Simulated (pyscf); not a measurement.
**Elimination: H₃Si–Se–In(Cl)–Cl -> H₃Si–Cl + Cl–In=Se**

Gas phase, singlet surface, charge 0. Bonds broken: Cl1–In2, Se4–Si5. Bonds formed: Cl1–Si5. Single points on ωB97X-D3(BJ)/def2-SVP structures (PySCF, gas phase).

Transition state (Å):

```xyz
8

Cl     0.2141     0.7514     1.4873
In     1.1585     0.9273    -0.8358
Cl     2.8161     2.5219    -0.8397
Se    -0.3576    -0.7231    -1.5743
Si    -1.2538    -1.0270     0.9327
H     -0.5595    -2.3368     0.9198
H     -2.5686    -0.9198     0.2465
H     -1.6488    -0.8338     2.3665
```

One imaginary mode, 225i cm⁻¹; descent along it reached the two sides named, in the forms told below.

```tsv
bond	change	reactant side (Å)	saddle	product side
Cl1–In2	breaks	2.328	2.514	2.8
Se4–Si5	breaks	2.292	2.7	3.6
Cl1–Si5	forms	3.7	2.372	2.131
```

Electronic energies relative to the reactant's lowest minimum found (kJ/mol):

```json
[
 {"level": "ωB97X-D3(BJ)/def2-TZVP", "barrier": "158.2", "reaction energy": "+162.2", "reverse barrier": "-4.0"},
 {"level": "PBE/def2-TZVP", "barrier": "130.4", "reaction energy": "+110.4", "reverse barrier": "20.0"},
 {"level": "r²SCAN/def2-TZVP", "barrier": "142.8", "reaction energy": "+128.4", "reverse barrier": "14.4"},
 {"level": "B3LYP-D3(BJ)/def2-TZVP", "barrier": "145.2", "reaction energy": "+122.2", "reverse barrier": "23.0"},
 {"level": "PBE0-D3(BJ)/def2-TZVP", "barrier": "144.7", "reaction energy": "+137.0", "reverse barrier": "7.6"},
 {"level": "M06-2X/def2-TZVP", "barrier": "152.8", "reaction energy": "+134.8", "reverse barrier": "18.0"},
 {"level": "ωB97M-D3(BJ)/def2-TZVP", "barrier": "152.9", "reaction energy": "+130.3", "reverse barrier": "22.6"},
 {"level": "HF/def2-TZVP", "barrier": "196.4", "reaction energy": "+120.1", "reverse barrier": "76.3"}
]
```

With ωB97M-D3(BJ)/def2-TZVP energies and thermal terms (ideal gas, 1 atm, RRHO with modes under 100 cm⁻¹ raised to 100, one conformer, R ln 2 for chiral ones without a mode under 150 cm⁻¹), in kJ/mol:

| T (K) | ΔH‡ | ΔG‡ | ΔH | ΔG |
|---|---|---|---|---|
| 298 | 150.6 | 154.8 | +127.4 | +88.1 |
| 600 | 147.9 | 160.1 | +123.4 | +49.9 |
| 900 | 145.3 | 166.8 | +119.5 | +14.0 |
| 1200 | 142.8 | 174.3 | +115.7 | -20.5 |

On the product side the descent ends in an adduct with a Cl–In contact, 37.1 kJ/mol under the separated species and 33.1 kJ/mol under the saddle at ωB97X-D3(BJ)/def2-TZVP. At ωB97X-D3(BJ) the saddle lies under the separated products, which points to a path from their complex (located at ωB97X-D3(BJ) alone), and parting the products costs more than the saddle. What is counted as broken (Cl–In) persists as a longer contact in the product adduct; parting that adduct is a step of its own. This is the saddle that the search found; another between the same sides may lie lower. Elements up to Kr have no core potential and no relativistic terms here. Elements past Kr carry the def2 core potentials, without spin-orbit coupling.
